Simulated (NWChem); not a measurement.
# stibine (SbH3); SMILES [SbH3]

Program: NWChem. Geometry: optimised at PBE0-D3(BJ)/def2-TZVP. def2 effective core potentials on Sb; no spin-orbit coupling. Level TPSS/def2-SVP: single points from the atomic guess with DIIS by default; each run changes one setting, and all converged runs end within 0.3 mHa of each other.

```tsv
setting	SCF iterations
defaults	7
level shift of 0.5 Ha throughout	10
no DIIS, 40 % damping	12
70 % damping for 30 cycles	26
core-Hamiltonian guess	10
DIIS on 20 Fock matrices	7
```
